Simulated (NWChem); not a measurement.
System: AlSiH₄O₃Cl; SMILES [O]([SiH2]Cl)[Al]([OH])[OH]

Input file for NWChem:

```
start job
memory heap 200 mb stack 900 mb global 1100 mb
geometry units angstroms noautoz
  Si    -0.045900    -1.439562    -0.931981
  Cl     0.130860    -2.463957     0.862021
  O      0.198215     0.152332    -0.672308
  Al    -0.008807     1.686220     0.027420
  O     -1.581966     2.232179     0.314635
  O      1.314611     2.670493     0.401154
  H     -1.412246    -1.702921    -1.455538
  H      0.996906    -1.969377    -1.848939
  H     -1.783791     3.086513     0.698884
  H      2.235446     2.438284     0.276853
end
basis spherical
  * library def2-tzvpp
end
dft
  xc xpbe96 cpbe96
  iterations 150
  semidirect filesize 400000000
  mulliken
end
task dft gradient
```

Parts of the log:

```
             Northwest Computational Chemistry Package (NWChem) 7.3.0
             --------------------------------------------------------

 C1  symmetry detected

                             Geometry "geometry" -> ""
                             -------------------------

 Output coordinates in angstroms (scale by  1.889725989 to convert to a.u.)

  No.       Tag          Charge          X              Y              Z
 ---- ---------------- ---------- -------------- -------------- --------------
    1 Si                  14.0000    -0.29662596    -1.46863104    -0.88705669
    2 Cl                  17.0000     0.26386153    -2.49564383     0.82471750
    3 O                    8.0000     0.02976508     0.11835584    -0.69708238
    4 Al                  13.0000     0.01576679     1.65617578     0.02416908
    5 O                    8.0000    -1.44055723     2.23240560     0.65857625
    6 O                    8.0000     1.40762103     2.61491989     0.08296663
    7 H                    1.0000    -1.75085257    -1.70581816    -1.08539615
    8 H                    1.0000     0.50056017    -2.01872137    -2.01437881
    9 H                    1.0000    -1.53384108     3.09059291     1.07460495
   10 H                    1.0000     2.27165164     2.36499045    -0.24611579

 Effective nuclear repulsion energy (a.u.)     417.9629582082

  pbe96 is a nonlocal functional; adding pw91lda local functional.

                                 NWChem DFT Module
                                 -----------------

 Summary of "ao basis" -> "ao basis" (spherical)
 ------------------------------------------------------------------------------
       Tag                 Description            Shells   Functions and Types
 ---------------- ------------------------------  ------  ---------------------
 Si                        def2-tzvpp               14       42   5s5p3d1f
 Cl                        def2-tzvpp               14       42   5s5p3d1f
 O                         def2-tzvpp               11       31   5s3p2d1f
 Al                        def2-tzvpp               14       42   5s5p3d1f
 H                         def2-tzvpp                6       14   3s2p1d

            General Information
            -------------------
          SCF calculation type: DFT
          Wavefunction type:  closed shell.
          No. of atoms     :    10
          No. of electrons :    72
           Alpha electrons :    36
            Beta electrons :    36
          Charge           :     0
          Spin multiplicity:     1
          Use of symmetry is: off; symmetry adaption is: off
          Maximum number of iterations: 150
          AO basis - number of functions:   275
                     number of shells:    99
          Convergence on energy requested:  1.00D-06
          Convergence on density requested:  1.00D-05
          Convergence on gradient requested:  5.00D-04

              XC Information
              --------------
          PerdewBurkeErnzerhof Exchange Functional  1.000
            Perdew 1991 LDA Correlation Functional  1.000 local
           PerdewBurkeErnz. Correlation Functional  1.000 non-local

             Grid Information
             ----------------
          Grid used for XC integration:  medium
          Radial quadrature: Mura-Knowles
          Angular quadrature: Lebedev.
          Tag              B.-S. Rad. Rad. Pts. Rad. Cut. Ang. Pts.
          ---              ---------- --------- --------- ---------
          Si                  1.10       88          13.0       590
          Cl                  1.00       88          14.0       590
          O                   0.60       49          13.0       434
          Al                  1.25       88          12.0       590
          H                   0.35       45          14.0       434
          Grid pruning is: on
          Number of quadrature shells:   591
          Spatial weights used:  Erf1

      Superposition of Atomic Density Guess
      -------------------------------------

 Sum of atomic energies:       -1216.54008153

      Non-variational initial energy
      ------------------------------

 Total energy =   -1217.975376
 1-e energy   =   -2515.853092
 2-e energy   =     879.914758
 HOMO         =      -0.377787
 LUMO         =      -0.071444

------------------------------------------------------------
EAF file 0: "./job.aoints.0" size=1935671296 bytes
------------------------------------------------------------
               write      read    awrite     aread      wait
               -----      ----    ------     -----      ----
     calls:     3692         0         0         0         0
   data(b): 1.94e+09  0.00e+00  0.00e+00  0.00e+00
   time(s): 0.00e+00  0.00e+00  0.00e+00  0.00e+00  0.00e+00
rate(mb/s): 0.00e+00  0.00e+00
------------------------------------------------------------

     ---------------------------------------------
      Total Density - Mulliken Population Analysis
     ---------------------------------------------

    Atom       Charge   Shell Charges
 -----------   ------   -------------------------------------------------------
    1 Si  14    13.10   2.00  0.59  1.39  0.81  0.37  4.10  1.73  0.46  0.99  0.26  0.00  0.15  0.18  0.06
    2 Cl  17    17.39   2.01  0.45  1.52  1.11  0.84  4.19  1.69  1.11  2.96  1.51  0.00  0.00  0.02  0.00
    3 O    8     8.77   0.79  1.18  0.58  0.97  0.23  2.07  2.29  0.66  0.00  0.01  0.00
    4 Al  13    11.66   2.00  0.65  1.34  0.55  0.12  2.91  2.28  0.83  0.50  0.10  0.01  0.20  0.07  0.10
    5 O    8     8.82   0.79  1.18  0.59  0.93  0.24  2.05  2.19  0.84  0.00  0.00  0.00
    6 O    8     8.81   0.79  1.18  0.59  0.93  0.23  2.06  2.19  0.83  0.00  0.00  0.00
    7 H    1     1.07   0.23  0.54  0.29  0.00  0.01  0.00
    8 H    1     1.08   0.23  0.54  0.29  0.00  0.01  0.00
    9 H    1     0.64   0.20  0.31  0.06  0.02  0.05  0.01
   10 H    1     0.64   0.20  0.31  0.05  0.02  0.05  0.01

   convergence    iter        energy       DeltaE   RMS-Dens  Diis-err
 ---------------- ----- ----------------- --------- --------- ---------
 d= 0,ls=0.0,diis     1  -1219.7004315691 -1.64D+03  5.97D-03  2.98D+00
 d= 0,ls=0.0,diis     2  -1219.2105604534  4.90D-01  4.42D-03  7.20D+00
 d= 0,ls=0.0,diis     3  -1219.8644588204 -6.54D-01  8.84D-04  4.23D-01
 d= 0,ls=0.0,diis     4  -1219.8949938329 -3.05D-02  4.71D-04  4.56D-02
 d= 0,ls=0.0,diis     5  -1219.8996691105 -4.68D-03  1.36D-04  7.84D-03
  Resetting Diis
 d= 0,ls=0.0,diis     6  -1219.9003020641 -6.33D-04  5.99D-05  1.20D-03
 d= 0,ls=0.0,diis     7  -1219.9004200668 -1.18D-04  2.43D-05  3.81D-05
 d= 0,ls=0.0,diis     8  -1219.9004130569  7.01D-06  1.62D-05  1.11D-04
 d= 0,ls=0.0,diis     9  -1219.9004232647 -1.02D-05  3.25D-06  4.21D-06
 d= 0,ls=0.0,diis    10  -1219.9004236002 -3.35D-07  1.15D-06  3.71D-07

         Total DFT energy =    -1219.900423600169
      One electron energy =    -2521.992640419967
           Coulomb energy =      978.746402480153
    Exchange-Corr. energy =      -94.617143868591
 Nuclear repulsion energy =      417.962958208236

 Numeric. integr. density =       71.999995519534

                       DFT Final Molecular Orbital Analysis
                       ------------------------------------

 Vector   34  Occ=2.000000D+00  E=-2.827809D-01
              MO Center=  2.2D-01, -1.0D+00,  3.2D-01, r^2= 5.5D+00
   Bfn.  Coefficient  Atom+Function         Bfn.  Coefficient  Atom+Function
  ----- ------------  ---------------      ----- ------------  ---------------
    58      0.395553   2 Cl py               61      0.252185   2 Cl py
    92     -0.200370   3 O  pz               55      0.187033   2 Cl py
    95     -0.170363   3 O  pz               49     -0.154182   2 Cl py
   196      0.144002   6 O  pz              199      0.118119   6 O  pz
    98     -0.114256   3 O  pz               59      0.112351   2 Cl pz

 Vector   35  Occ=2.000000D+00  E=-2.774386D-01
              MO Center= -2.1D-01,  2.4D+00,  4.0D-01, r^2= 2.8D+00
   Bfn.  Coefficient  Atom+Function         Bfn.  Coefficient  Atom+Function
  ----- ------------  ---------------      ----- ------------  ---------------
   165      0.310878   5 O  pz              196     -0.271817   6 O  pz
   168      0.254221   5 O  pz              199     -0.220711   6 O  pz
   171      0.183745   5 O  pz              202     -0.167236   6 O  pz
   164     -0.140018   5 O  py              167     -0.114871   5 O  py
   195      0.113040   6 O  py              198      0.091920   6 O  py

[...]

                         DFT ENERGY GRADIENTS

    atom               coordinates                        gradient
                 x          y          z           x          y          z
   1 Si     -0.560542  -2.775310  -1.676294   -0.000825  -0.004553  -0.001499
   2 Cl      0.498626  -4.716083   1.558490    0.000062   0.000824  -0.000033
   3 O       0.056248   0.223660  -1.317295    0.001184   0.003889   0.001591
   4 Al      0.029795   3.129718   0.045673   -0.001366   0.003333   0.001329
   5 O      -2.722258   4.218635   1.244529    0.003942   0.004590   0.001222
   6 O       2.660018   4.941482   0.156784    0.001806  -0.005499  -0.002631
   7 H      -3.308632  -3.223529  -2.051101    0.000753   0.000089  -0.000180
   8 H       0.945922  -3.814830  -3.806624   -0.000724   0.000066   0.000329
   9 H      -2.898539   5.840374   2.030709   -0.000189  -0.005263  -0.002371
  10 H       4.292799   4.469184  -0.465091   -0.004643   0.002523   0.002243
```

Level: PBE/def2-TZVPP. Structure relaxed at the PBE0/def2-SVP level.
